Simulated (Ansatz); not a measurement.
Geometry optimisation, Ansatz 0.2.0, RKS r2SCAN-D4/6-31G*.

Input file:

```yaml
crystal:
  periodic: [false, false, false]
  atoms:
    - { symbol: B, position_ang: [0.0, 0.0, 0.0] }
    - { symbol: C, position_ang: [0.0, 0.0, 1.6] }
    - { symbol: H, position_ang: [-0.9996, -0.3092, 1.9705] }
    - { symbol: H, position_ang: [0.7676, -0.7111, 1.9705] }
    - { symbol: H, position_ang: [0.232, 1.0203, 1.9705] }
    - { symbol: C, position_ang: [1.3856, 0.0, -0.8] }
    - { symbol: H, position_ang: [1.7152, -1.0462, -0.9702] }
    - { symbol: H, position_ang: [1.2491, 0.508, -1.7774] }
    - { symbol: H, position_ang: [2.1552, 0.5381, -0.2082] }
    - { symbol: O, position_ang: [-1.2211, 0.0, -0.705] }
    - { symbol: H, position_ang: [-1.7308, -0.8467, -0.4965] }
basis:
  gaussian: { orbitals: "6-31G*" }
hamiltonian:
  xc: r2scan
  dispersion: d4
relax:
  f_tol: 0.02
  max_steps: 40
```

Run as:

```bash
$ ansatz run input.yaml --threads 1 --pin off --max-ram 2048MiB --backend cpu --events-out ev --progress --plain --runs-dir out
```

Problem. Where does it end, and by what steps?

Solution. The run converged. After 8 steps the energy has fallen by 0.624 eV; H11 moved furthest, 0.64 Å.

| step | energy less start (eV) | largest force component (eV/Å) | accepted |
| --- | --- | --- | --- |
| 0 | 0.0000 | 1.900 | yes |
| 1 | -0.2694 | 2.252 | yes |
| 2 | -0.4415 | 2.333 | yes |
| 3 | -0.4758 | 2.540 | yes |
| 4 | -0.4996 | 1.280 | yes |
| 5 | -0.6192 | 0.258 | yes |
| 6 | -0.6233 | 0.094 | yes |
| 7 | -0.6236 | 0.076 | yes |
| 8 | -0.6238 | 0.007 | yes |

```xyz
11
Properties=species:S:1:pos:R:3
B 0.027 -0.098 -0.035
C -0.035 -0.122 1.548
H -1.013 -0.392 1.970
H 0.713 -0.809 1.968
H 0.226 0.872 1.942
C 1.390 0.034 -0.814
H 1.962 -0.902 -0.724
H 1.252 0.236 -1.883
H 2.034 0.815 -0.387
O -1.109 -0.192 -0.794
H -1.894 -0.290 -0.236
```

Whether the end is a true minimum wasn't checked by a vibrational analysis.

The run took 37 s on 1 thread of Arm Neoverse V2, on a shared host, peak memory 0.14 GiB.
